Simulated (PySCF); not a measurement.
SMILES [CH2]N, doublet at its B3LYP/def2-SVP optimised geometry (Å):

```
6

C     -0.6715    -0.0341     0.0000
N      0.7225    -0.0341     0.0000
H     -1.1584     0.9450     0.0000
H     -1.1584    -0.8461    -0.5469
H      1.1584    -0.9450     0.1195
H      1.1583     0.6549     0.6078
```

Level of theory: PySCF with unrestricted B3LYP/def2-TZVP. Cells within 0.4 Å of a nucleus heavier than hydrogen are left out (blank, or x).

Map of the log10 of the electron density (e/bohr³), floored at −4 on the plane z = 0.0 Å:

```
|0000000000000000000000000000000|
|0000000000000000000000000000000|
|0000000000000000000000000000000|
|0000000000000000000000000000000|
|0000000011111000000000000000000|
|0000001122222211000000000000000|
|0000012233333321111111100000000|
|0000122344444432222222211000000|
|0000123455665543333443322100000|
|0001234567776654445554432210000|
|0001234578887765556666543210000|
|0001235678998776677777654320000|
|0001245678998877788887654321000|
|0001245678999988899998764321000|
|00012356789xxx999xxx98765321000|
|00012356789xxx999xxx98765321000|
|00012356789xxx999xxx98765321000|
|0001235678899988999998765321000|
|0001234677888887889998765321000|
|0001234567888776778998764321000|
|0001234566777665667887654321000|
|0000123456666555556776554210000|
|0000123345555444445555443210000|
|0000012334444333334444332100000|
|0000001222332222223333221000000|
|0000000111221111111222110000000|
|0000000000000000000000000000000|
|0000000000000000000000000000000|
|0000000000000000000000000000000|
|0000000000000000000000000000000|
|0000000000000000000000000000000|
```
Scale: ten equal steps from -4.00 (start of '0') to -0.351 (end of '9'), in the order '0123456789'; x runs from -3.50 to 3.50, y from -3.50 (bottom) to 3.50 (top).
